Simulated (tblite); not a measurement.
Species: C4H16N2OSi2.
SMILES with atom numbers: `[CH3:1][CH2:2][CH2:3][O:4][Si@:5]([NH2:6])([SiH3:7])[NH:8][CH3:9]` (hydrogens: H10, H11, H12 on C1; H13, H14 on C2; H15, H16 on C3; H17, H18 on N6; H19, H20, H21 on Si7; H22 on N8; H23, H24, H25 on C9)

Computed with GFN2-xTB (tblite), gas phase: L-BFGS steps from a force-field or distance-geometry start until the largest atomic force falls under 0.01 eV/Å.

Step 98: E = -820.7538 eV
```
atom  x, y, z in Å  |  force x, y, z in eV/Å
C1      3.3849    0.0564   -0.6806   -0.055   0.024  -0.033
C2      2.8994   -0.5425    0.6334   -0.024   0.017  -0.037
C3      1.5276    0.0103    1.0211    0.059   0.021   0.023
O4      0.5379   -0.5423    0.2068    0.038   0.017   0.049
Si5    -0.9138    0.1274   -0.1061    0.068  -0.017   0.009
N6     -0.6929    1.4701   -1.1855   -0.025   0.009   0.012
Si7    -1.9440    0.9982    1.7619    0.000   0.022   0.039
N8     -1.6463   -1.2154   -0.9142   -0.019   0.006   0.016
C9     -3.0432   -1.1647   -1.2600   -0.011   0.016   0.022
H10     4.3058   -0.4179   -1.0141   -0.020   0.018   0.046
H11     2.6251   -0.0828   -1.4463    0.018   0.000   0.007
H12     3.5626    1.1243   -0.5576    0.006  -0.048  -0.048
H13     2.8087   -1.6253    0.5408    0.012  -0.021  -0.020
H14     3.6166   -0.3242    1.4266   -0.037   0.013   0.032
H15     1.3077   -0.2396    2.0688   -0.026  -0.029  -0.017
H16     1.5253    1.1031    0.9348    0.005  -0.008  -0.029
H17    -0.1248    1.3142   -2.0044    0.061   0.007  -0.021
H18    -1.4963    2.0177   -1.4476   -0.008   0.010   0.014
H19    -2.1680   -0.0047    2.8174   -0.013   0.007  -0.016
H20    -1.1929    2.0729    2.4329   -0.020  -0.039  -0.039
H21    -3.2732    1.5605    1.4746    0.007  -0.015   0.007
H22    -1.3742   -2.1408   -0.6173    0.029   0.019   0.000
H23    -3.2756   -0.1712   -1.6374    0.019   0.027  -0.009
H24    -3.6925   -1.3547   -0.3973   -0.079  -0.024  -0.020
H25    -3.2750   -1.8901   -2.0414    0.016  -0.031   0.012
```

Step 99: E = -820.7559 eV
```
atom  x, y, z in Å  |  force x, y, z in eV/Å
C1      3.3681    0.0483   -0.6944   -0.060   0.050  -0.015
C2      2.8985   -0.5392    0.6311   -0.013   0.003  -0.004
C3      1.5308    0.0135    1.0338    0.062   0.039  -0.005
O4      0.5333   -0.5424    0.2315    0.037  -0.007   0.051
Si5    -0.9139    0.1301   -0.0959    0.081  -0.006   0.009
N6     -0.6808    1.4680   -1.1786    0.008   0.014  -0.005
Si7    -1.9509    0.9973    1.7707   -0.002   0.022  -0.005
N8     -1.6395   -1.2124   -0.9107   -0.019   0.015   0.012
C9     -3.0333   -1.1632   -1.2704   -0.010   0.005   0.032
H10     4.2926   -0.4199   -1.0278   -0.043   0.015   0.044
H11     2.6029   -0.1066   -1.4516    0.025  -0.020   0.004
H12     3.5348    1.1203   -0.5900    0.011  -0.058  -0.023
H13     2.8064   -1.6219    0.5467    0.019  -0.047  -0.023
H14     3.6240   -0.3175    1.4167   -0.039   0.022   0.003
H15     1.3210   -0.2278    2.0866   -0.012  -0.035  -0.057
H16     1.5305    1.1046    0.9376   -0.014   0.029  -0.014
H17    -0.1169    1.3070   -2.0003    0.044   0.001   0.012
H18    -1.4742    2.0313   -1.4360   -0.028   0.014   0.016
H19    -2.1797   -0.0096    2.8196   -0.011   0.004   0.001
H20    -1.2062    2.0747    2.4430   -0.014  -0.038  -0.028
H21    -3.2787    1.5564    1.4742   -0.007  -0.008   0.010
H22    -1.3666   -2.1358   -0.6086    0.010   0.010  -0.008
H23    -3.2636   -0.1695   -1.6501    0.023   0.009   0.006
H24    -3.6901   -1.3576   -0.4146   -0.082  -0.003  -0.012
H25    -3.2593   -1.8890   -2.0531    0.036  -0.030  -0.002
```

Step 100: E = -820.7573 eV
```
atom  x, y, z in Å  |  force x, y, z in eV/Å
C1      3.3546    0.0427   -0.7045   -0.053   0.030   0.003
C2      2.8979   -0.5365    0.6295    0.005  -0.017   0.015
C3      1.5342    0.0162    1.0427    0.034   0.039  -0.024
O4      0.5311   -0.5439    0.2505    0.026  -0.017   0.036
Si5    -0.9118    0.1321   -0.0886    0.061   0.003   0.009
N6     -0.6724    1.4665   -1.1743   -0.009   0.040  -0.010
Si7    -1.9557    0.9970    1.7766   -0.001   0.004  -0.043
N8     -1.6345   -1.2099   -0.9077   -0.021   0.015   0.012
C9     -3.0260   -1.1618   -1.2778   -0.005  -0.005   0.034
H10     4.2815   -0.4217   -1.0375   -0.054   0.009   0.035
H11     2.5854   -0.1248   -1.4548    0.029  -0.026   0.000
H12     3.5151    1.1162   -0.6139    0.009  -0.036  -0.005
H13     2.8061   -1.6202    0.5518    0.023  -0.034  -0.022
H14     3.6291   -0.3106    1.4092   -0.034   0.025  -0.018
H15     1.3305   -0.2200    2.0984    0.004  -0.032  -0.069
H16     1.5328    1.1060    0.9390   -0.017   0.049  -0.001
H17    -0.1105    1.3018   -1.9972    0.026   0.005   0.024
H18    -1.4595    2.0427   -1.4265    0.012  -0.023   0.025
H19    -2.1883   -0.0131    2.8212   -0.008   0.004   0.010
H20    -1.2162    2.0755    2.4502   -0.004  -0.026  -0.014
H21    -3.2828    1.5531    1.4743   -0.017  -0.003   0.010
H22    -1.3620   -2.1325   -0.6029    0.002   0.007  -0.011
H23    -3.2533   -0.1675   -1.6594    0.018  -0.011   0.018
H24    -3.6890   -1.3597   -0.4275   -0.077   0.018  -0.010
H25    -3.2474   -1.8887   -2.0614    0.052  -0.017  -0.005
```

Step 101: E = -820.7588 eV
```
atom  x, y, z in Å  |  force x, y, z in eV/Å
C1      3.3407    0.0373   -0.7138   -0.013   0.017   0.017
C2      2.8962   -0.5350    0.6269    0.013  -0.023   0.040
C3      1.5375    0.0193    1.0506   -0.006   0.026  -0.039
O4      0.5280   -0.5459    0.2705    0.007  -0.017  -0.001
Si5    -0.9089    0.1360   -0.0814    0.021   0.012   0.001
N6     -0.6643    1.4683   -1.1699    0.073  -0.018  -0.016
Si7    -1.9609    0.9971    1.7819   -0.007  -0.021  -0.073
N8     -1.6301   -1.2052   -0.9040   -0.012   0.017   0.022
C9     -3.0191   -1.1601   -1.2837   -0.005  -0.015   0.027
H10     4.2724   -0.4209   -1.0410   -0.047   0.003   0.011
H11     2.5731   -0.1460   -1.4608    0.009  -0.034  -0.013
H12     3.4920    1.1127   -0.6367    0.003  -0.016   0.012
H13     2.8060   -1.6197    0.5543    0.018  -0.019  -0.016
H14     3.6327   -0.3047    1.4003   -0.020   0.024  -0.026
H15     1.3392   -0.2128    2.1080    0.026  -0.022  -0.059
H16     1.5341    1.1080    0.9391   -0.014   0.059   0.013
H17    -0.1022    1.2953   -1.9925   -0.012   0.027   0.060
H18    -1.4454    2.0510   -1.4218   -0.017  -0.008   0.012
H19    -2.1944   -0.0190    2.8203   -0.007   0.009   0.016
H20    -1.2261    2.0752    2.4576    0.010  -0.008   0.005
H21    -3.2882    1.5506    1.4774   -0.023   0.000   0.009
H22    -1.3565   -2.1265   -0.5967   -0.003  -0.006  -0.012
H23    -3.2429   -0.1657   -1.6678    0.003  -0.028   0.025
H24    -3.6898   -1.3613   -0.4395   -0.060   0.038  -0.009
H25    -3.2340   -1.8891   -2.0679    0.063   0.003  -0.004
```

**Question.** Estimate the geometry and energy of step 102. (The exact step hangs on the optimiser's Hessian estimate; all steps are aligned on step 101, rigid shifts and turns removed.)

**Answer.** E = -820.7600 eV, largest force 0.120 eV/Å
```
atom  x, y, z in Å  |  force x, y, z in eV/Å
C1      3.3225    0.0302   -0.7254    0.004  -0.040   0.038
C2      2.8963   -0.5316    0.6265    0.035  -0.022   0.020
C3      1.5415    0.0227    1.0596   -0.040   0.009  -0.038
O4      0.5254   -0.5509    0.2934    0.004  -0.001  -0.027
Si5    -0.9049    0.1371   -0.0732   -0.008   0.008  -0.004
N6     -0.6535    1.4676   -1.1627   -0.003   0.038  -0.012
Si7    -1.9677    0.9969    1.7852   -0.005  -0.037  -0.072
N8     -1.6232   -1.2031   -0.9011   -0.010   0.008   0.033
C9     -3.0091   -1.1587   -1.2921    0.000  -0.017   0.017
H10     4.2520   -0.4281   -1.0566   -0.028  -0.011  -0.001
H11     2.5490   -0.1649   -1.4628   -0.004  -0.029  -0.012
H12     3.4731    1.1050   -0.6616   -0.009   0.029   0.020
H13     2.8105   -1.6185    0.5652    0.017   0.019  -0.012
H14     3.6409   -0.2895    1.3891   -0.028   0.015  -0.037
H15     1.3513   -0.2059    2.1187    0.036  -0.008  -0.042
H16     1.5334    1.1109    0.9407   -0.010   0.045   0.019
H17    -0.0978    1.2897   -1.9884   -0.020   0.036   0.050
H18    -1.4292    2.0662   -1.4048    0.079  -0.086   0.029
H19    -2.2032   -0.0216    2.8218   -0.007   0.019   0.008
H20    -1.2378    2.0752    2.4649    0.012  -0.002   0.008
H21    -3.2946    1.5479    1.4753   -0.024   0.000   0.008
H22    -1.3521   -2.1240   -0.5909   -0.001  -0.006  -0.012
H23    -3.2280   -0.1639   -1.6777   -0.010  -0.030   0.024
H24    -3.6886   -1.3615   -0.4550   -0.046   0.047  -0.008
H25    -3.2170   -1.8879   -2.0788    0.069   0.014   0.002
```

The energy changes by -0.0012 eV. The first-order estimate −F·Δx gives -0.0018 eV and the mean of the old and new forces, exact on a quadratic surface, -0.0011 eV. The step makes an angle of 85° with the force vector and moves no atom by more than 0.032 Å.

What follows is the cost of the whole relaxation. The run took 2.3 s on an Arm Neoverse V1 with one thread, shared host with 32 logical CPUs at a one-minute load of 20.
